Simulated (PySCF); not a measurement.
## 15N chemical shifts

Gas phase, one averaged value for each set of equivalent atoms, no relativistic terms, single conformer. Shieldings: GIAO PBE0/pcSseg-1; geometry from GFN2-xTB; PySCF 2.14.0 with density-fitted response routines.

Shieldings were converted by a linear fit to measured shifts: 15N (scatter 6.3 ppm rms vs CH3NO2, solution or neat liquid). Occasional misses reach two or three times the rms, and more in compound classes unlike the fitted ones.

**Question.** Give the 15N shifts of `CN(C)[SiH2][SiH2][SiH3]`, `CN(C)[SiH2][SiH2][SiH3]`, `CCO[Si@@H](O)[C@@H]1CCN1`, `C[SiH2]O[Si@H](C)C#N`.

**Answer.** 
```tsv
compound	environment	δ (ppm)
CN(C)[SiH2][SiH2][SiH3]	nitrogen bonded to 2 C, Si	-384.1
CN(C)[SiH2][SiH2][SiH3]	nitrogen bonded to 2 C, Si	-384.1
CCO[Si@@H](O)[C@@H]1CCN1	amine nitrogen	-367.4
C[SiH2]O[Si@H](C)C#N	nitrile nitrogen	-67.5
```

**Question.** Match the shifts -63.4, -90.7, -376.3 ppm to `CN[SiH2]C([SiH3])[SiH3]`, `CCc1cc(Cl)sn1`, `Cc1cpc(C(F)(F)F)cn1`.

**Answer.** -63.4: Cc1cpc(C(F)(F)F)cn1 (pyridine-type ring nitrogen); -90.7: CCc1cc(Cl)sn1 (pyridine-type nitrogen of an azole); -376.3: CN[SiH2]C([SiH3])[SiH3] (nitrogen bonded to C, Si, H).
